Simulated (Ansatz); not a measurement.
Input and output for C2H4OSn, SMILES `C1=[CH][SnH2][O]1`.

```yaml
crystal:
  periodic: [false, false, false]
  atoms:
    - {symbol: C, position_ang: [-0.664845, 0.920601, -0.481575]}
    - {symbol: C, position_ang: [0.270111, 0.949786, 0.486191]}
    - {symbol: Sn, position_ang: [0.489250, -1.116886, 0.220291]}
    - {symbol: O, position_ang: [-0.928022, -0.275003, -1.036147]}
    - {symbol: H, position_ang: [-1.237300, 1.764026, -0.869482]}
    - {symbol: H, position_ang: [0.635562, 1.784933, 1.060275]}
    - {symbol: H, position_ang: [1.757153, -1.812568, -0.684320]}
    - {symbol: H, position_ang: [-0.229910, -2.272090, 1.248967]}
basis:
  gaussian: {orbitals: def2-SVP}
hamiltonian: {xc: {name: wB97X}}
output: {forces: true}
```

```sh
$ ansatz run in.yaml --threads 2 --pin off --events-out ev --progress --plain --max-ram 4352MiB
```

It prints (some lines left out):

```
Functional definition: wB97X
969 factors; integrals over basis functions are off by at most 1.0e-3 eV
245 factors; integrals over basis functions are off by at most 6.3e-6 eV
mean field evaluation 1: about -10007.6721 eV, gradient 4.5e1 eV
mean field evaluation 2: about -10007.6421 eV, gradient 5.0e1 eV
mean field evaluation 4: about -10012.3043 eV, gradient 2.6e0 eV
mean field evaluation 8: about -10012.4121 eV, gradient 9.0e-2 eV
mean field evaluation 16: about -10012.4121 eV, gradient 1.3e-4 eV
mean field -10012.41214688 eV, -367.9493597413 hartree, gradient 3.7e-5 eV, S^2 0.000000; 0 other end points of the search recorded, 0 dependent functions left out
reference -10012.41211563 eV, -367.9493585929 hartree; 23, 23 occupied and 65, 65 virtual orbitals, 969 factors
Total energy: -10012.41211563 eV, -367.9493585929 hartree
Atom 0 at    -0.664845     0.920601    -0.481575 Å, force    -0.192379    -0.143315    -0.231895 eV/Å
Atom 1 at     0.270111     0.949786     0.486191 Å, force     0.130285    -0.217913     0.082356 eV/Å
Atom 2 at     0.489250    -1.116886     0.220291 Å, force     0.307787    -0.432120     0.213631 eV/Å
Atom 3 at    -0.928022    -0.275003    -1.036147 Å, force    -0.201140     0.195610    -0.160399 eV/Å
Atom 4 at    -1.237300     1.764026    -0.869482 Å, force    -0.186023     0.279187    -0.124738 eV/Å
Atom 5 at     0.635562     1.784933     1.060275 Å, force     0.119810     0.325140     0.200305 eV/Å
Atom 6 at     1.757153    -1.812568    -0.684320 Å, force     0.027542     0.000569    -0.005982 eV/Å
Atom 7 at    -0.229910    -2.272090     1.248967 Å, force    -0.005882    -0.007158     0.026723 eV/Å
Dipole moment:     0.322462    -0.138696     0.298438 e Å
```

Hardware: 2 threads of an Arm Neoverse V2 on a shared host. Wall time 4 s, peak host memory 0.37 GiB.
